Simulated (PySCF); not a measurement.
PySCF input file for C2H2N, SMILES [CH2]C#N, multiplicity 2, TDA-PBE/def2-TZVPD. The structure is a stationary point at PBE0-D3(BJ)/def2-TZVP. The isomer is the one that the SMILES or the coordinates give; other isomers of the formula were not compared.

```python
import numpy as np
from pyscf import gto, scf, dft, tdscf

mol = gto.M(
    atom='''
    C     0.00000000   -0.00000000    1.18863869
    C    -0.00000000   -0.00000000   -0.18758230
    N    -0.00000000    0.00000000   -1.35228557
    H    -0.00000000    0.93599622    1.72983032
    H    -0.00000000   -0.93599621    1.72983032
    ''',
    basis='def2-TZVPD',
    charge=0,
    spin=1,
    max_memory=1600,
    verbose=4,
)
mf = dft.UKS(mol, xc='pbe').density_fit(auxbasis='def2-universal-jkfit')
mf.grids.level = 3
mf.conv_tol = 1e-9
mf.max_cycle = 100
mf.kernel()
fine, coarse = mf.grids, dft.Grids(mol).set(level=1).build(with_non0tab=True)
for _ in range(3):  # follow internal instabilities
    mf.grids = coarse
    mo, _, stable, _ = mf.stability(return_status=True, nroots=4)
    mf.grids = fine
    if stable:
        break
    mf.kernel(mf.make_rdm1(mo, mf.mo_occ))
mf.grids = dft.Grids(mol).set(level=1).build(with_non0tab=True)  # coarser grid for the response kernel
td = tdscf.TDA(mf)
td.nstates = 10
td.conv_tol = 1e-4
td.positive_eig_threshold = 1e-6
td.kernel(x0=td.get_init_guess(mf, 15))
td.analyze()
```

It prints:

```
PySCF version 2.14.0

[INPUT] verbose = 4
[INPUT] num. atoms = 5
[INPUT] num. electrons = 21
[INPUT] charge = 0
[INPUT] spin (= nelec alpha-beta = 2S) = 1
[INPUT] symmetry False subgroup None
[INPUT] Mole.unit = angstrom
[INPUT] Symbol           X                Y                Z      unit          X                Y                Z       unit  Magmom
[INPUT]  1 C      0.000000000000   0.000000000000   1.188638690000 AA    0.000000000000   0.000000000000   2.246201585162 Bohr   0.0
[INPUT]  2 C      0.000000000000   0.000000000000  -0.187582300000 AA    0.000000000000   0.000000000000  -0.354479172816 Bohr   0.0
[INPUT]  3 N      0.000000000000   0.000000000000  -1.352285570000 AA    0.000000000000   0.000000000000  -2.555449369501 Bohr   0.0
[INPUT]  4 H      0.000000000000   0.935996220000   1.729830320000 AA    0.000000000000   1.768776509428   3.268905546769 Bohr   0.0
[INPUT]  5 H      0.000000000000  -0.935996210000   1.729830320000 AA    0.000000000000  -1.768776490531   3.268905546769 Bohr   0.0

nuclear repulsion = 53.1040856960077
number of shells = 49
number of NR pGTOs = 178
number of NR cGTOs = 129
basis = def2-TZVPD
ecp = {}


[settings echo left out]
init E= -132.196421154139
  alpha nocc = 11  HOMO = -0.237485995050356  LUMO = -0.062921477087535
  beta  nocc = 10  HOMO = -0.359872810244951  LUMO = -0.237485995050356

WARN: HOMO -0.237485995050356 >= LUMO -0.237485995050356

cycle= 1 E= -131.945265304065  delta_E= 0.251  |g|= 0.252  |ddm|= 1.49
  alpha nocc = 11  HOMO = -0.186605825814198  LUMO = -0.0144953864588306
  beta  nocc = 10  HOMO = -0.211476334570243  LUMO = -0.141284001894377
  HOMO = -0.186605825814  LUMO = -0.141284001894  gap/eV = 1.23327
cycle= 2 E= -131.738336225295  delta_E= 0.207  |g|= 0.681  |ddm|= 1.06
  alpha nocc = 11  HOMO = -0.213076551456894  LUMO = -0.0134107921190348
  beta  nocc = 10  HOMO = -0.295323429900172  LUMO = -0.159045171932455
  HOMO = -0.213076551457  LUMO = -0.159045171932  gap/eV = 1.47027
cycle= 3 E= -131.969833079775  delta_E= -0.231  |g|= 0.139  |ddm|= 0.637
  alpha nocc = 11  HOMO = -0.238680040738664  LUMO = -0.0305745255157283
  beta  nocc = 10  HOMO = -0.31227800624883  LUMO = -0.180864378635022
  HOMO = -0.238680040739  LUMO = -0.180864378635  gap/eV = 1.57324
cycle= 4 E= -131.979178306972  delta_E= -0.00935  |g|= 0.0247  |ddm|= 0.114
  alpha nocc = 11  HOMO = -0.234686429360977  LUMO = -0.0271852565926215
  beta  nocc = 10  HOMO = -0.308324086012221  LUMO = -0.17336580363915
  HOMO = -0.234686429361  LUMO = -0.173365803639  gap/eV = 1.66862
cycle= 5 E= -131.97953274148  delta_E= -0.000354  |g|= 0.00414  |ddm|= 0.0313
  alpha nocc = 11  HOMO = -0.235294401638861  LUMO = -0.0268886125264545
  beta  nocc = 10  HOMO = -0.307654783480597  LUMO = -0.172605982070657
  HOMO = -0.235294401639  LUMO = -0.172605982071  gap/eV = 1.70584
cycle= 6 E= -131.979547890539  delta_E= -1.51e-05  |g|= 0.00251  |ddm|= 0.00933
  alpha nocc = 11  HOMO = -0.235321514781305  LUMO = -0.0271817378167215
  beta  nocc = 10  HOMO = -0.308004887655619  LUMO = -0.172370070258623
  HOMO = -0.235321514781  LUMO = -0.172370070259  gap/eV = 1.71300
cycle= 7 E= -131.979551113548  delta_E= -3.22e-06  |g|= 0.00131  |ddm|= 0.00291
  alpha nocc = 11  HOMO = -0.235415836563618  LUMO = -0.0270789719396062
  beta  nocc = 10  HOMO = -0.307869685947903  LUMO = -0.17236003663178
  HOMO = -0.235415836564  LUMO = -0.172360036632  gap/eV = 1.71584
cycle= 8 E= -131.979552152959  delta_E= -1.04e-06  |g|= 0.000445  |ddm|= 0.00153
  alpha nocc = 11  HOMO = -0.235420700476951  LUMO = -0.0271162889781636
  beta  nocc = 10  HOMO = -0.307901777267534  LUMO = -0.172345769023849
  HOMO = -0.235420700477  LUMO = -0.172345769024  gap/eV = 1.71636
cycle= 9 E= -131.979552329667  delta_E= -1.77e-07  |g|= 7.48e-05  |ddm|= 0.000748
  alpha nocc = 11  HOMO = -0.235420195624208  LUMO = -0.0271110936119203
  beta  nocc = 10  HOMO = -0.307896102144239  LUMO = -0.172345587710794
  HOMO = -0.235420195624  LUMO = -0.172345587711  gap/eV = 1.71635
cycle= 10 E= -131.979552335883  delta_E= -6.22e-09  |g|= 1.38e-05  |ddm|= 0.000143
  alpha nocc = 11  HOMO = -0.235420541530971  LUMO = -0.027111720912463
  beta  nocc = 10  HOMO = -0.307894865835605  LUMO = -0.172346403880283
  HOMO = -0.235420541531  LUMO = -0.17234640388  gap/eV = 1.71633
cycle= 11 E= -131.979552336031  delta_E= -1.48e-10  |g|= 1.09e-05  |ddm|= 2.89e-05
  alpha nocc = 11  HOMO = -0.235421183041595  LUMO = -0.0271130033959464
  beta  nocc = 10  HOMO = -0.307897686067051  LUMO = -0.172347169991831
  HOMO = -0.235421183042  LUMO = -0.172347169992  gap/eV = 1.71633
Extra cycle  E= -131.979552335474  delta_E= 5.58e-10  |g|= 3.67e-05  |ddm|= 2.94e-05
converged SCF energy = -131.979552335474  <S^2> = 0.75904092  2S+1 = 2.0090206
tot grids = 20424
uhf_internal: lowest eigs of H = [0.249617   0.28802184 0.30222414 0.37710307]
<class 'pyscf.df.df_jk.DFUKS'> wavefunction is stable in the internal stability analysis
tot grids = 20424
Overwritten attributes  positive_eig_threshold  of <class 'pyscf.tdscf.uks.TDA'>


******** <class 'pyscf.tdscf.uks.TDA'> for <class 'pyscf.df.df_jk.DFUKS'> ********
nstates = 10
deg_eia_thresh = 1.000e-03
wfnsym = None
conv_tol = 0.0001
eigh lindep = 1e-12
eigh level_shift = 0
eigh max_cycle = 100


Excitation energies (eV)
[3.58776945 4.09935258 4.66934696 5.54928624 5.8770387  6.52882574
 7.09204567 7.28345681 7.41817697 7.51821184]

** Excitation energies and oscillator strengths **
Excited State   1:      3.58777 eV    345.57 nm  f=0.0000
      10b ->   11b      0.99639
Excited State   2:      4.09935 eV    302.45 nm  f=0.0035
       9b ->   11b     -0.99501
Excited State   3:      4.66935 eV    265.53 nm  f=0.0324
      10a ->   12a     -0.14260
      11a ->   14a     -0.32655
       8b ->   11b     -0.92013
Excited State   4:      5.54929 eV    223.42 nm  f=0.0000
      11a ->   12a      0.99601
Excited State   5:      5.87704 eV    210.96 nm  f=0.0099
      11a ->   13a     -0.99826
Excited State   6:      6.52883 eV    189.90 nm  f=0.0005
      10a ->   12a     -0.66422
      10b ->   12b      0.72603
Excited State   7:      7.09205 eV    174.82 nm  f=0.0000
      11a ->   16a      0.13959
       7b ->   11b      0.98267
Excited State   8:      7.28346 eV    170.23 nm  f=0.0031
      11a ->   15a     -0.99764
Excited State   9:      7.41818 eV    167.14 nm  f=0.0853
      10a ->   12a      0.37874
      11a ->   14a     -0.84260
      11a ->   19a      0.10456
       8b ->   11b      0.20243
      10b ->   12b      0.27420
Excited State  10:      7.51821 eV    164.91 nm  f=0.0002
       9a ->   12a      0.64860
       9b ->   12b     -0.75414

** Transition electric dipole moments (AU) **
state          X           Y           Z        Dip. S.      Osc.
  1        -0.0000      0.0000      0.0000      0.0000      0.0000
  2         0.1865      0.0000     -0.0000      0.0348      0.0035
  3        -0.0000      0.0000     -0.5321      0.2832      0.0324
  4         0.0000      0.0000      0.0000      0.0000      0.0000
  5         0.2624      0.0000     -0.0000      0.0688      0.0099
  6         0.0000     -0.0000      0.0544      0.0030      0.0005
  7         0.0000     -0.0000      0.0000      0.0000      0.0000
  8        -0.1318     -0.0000     -0.0000      0.0174      0.0031
  9        -0.0000     -0.0000      0.6852      0.4696      0.0853
 10         0.0000     -0.0325     -0.0000      0.0011      0.0002

** Transition velocity dipole moments (imaginary part, AU) **
state          X           Y           Z        Dip. S.      Osc.
  1        -0.0000     -0.0000      0.0000      0.0000      0.0000
  2        -0.0101      0.0000      0.0000      0.0001      0.0005
  3         0.0000      0.0000      0.0128      0.0002      0.0006
  4         0.0000      0.0000      0.0000      0.0000      0.0000
  5         0.0721      0.0000      0.0000      0.0052      0.0160
  6         0.0000     -0.0000      0.0027      0.0000      0.0000
  7         0.0000     -0.0000     -0.0000      0.0000      0.0000
  8        -0.0504      0.0000     -0.0000      0.0025      0.0063
  9         0.0000      0.0000      0.0934      0.0087      0.0213
 10        -0.0000      0.0013     -0.0000      0.0000      0.0000

** Transition magnetic dipole moments (imaginary part, AU) **
state          X           Y           Z
  1         0.0000      0.0000     -0.6492
  2        -0.0000      0.3483     -0.0000
  3         0.0000      0.0000      0.0000
  4        -0.0000     -0.0000      0.2668
  5         0.0000     -0.4837     -0.0000
  6        -0.0000      0.0000     -0.0000
  7         0.0000     -0.0000      0.6414
  8         0.0000     -0.3056      0.0000
  9        -0.0000      0.0000     -0.0000
 10         0.0796      0.0000      0.0000
```

The calculation finished and met its thresholds.
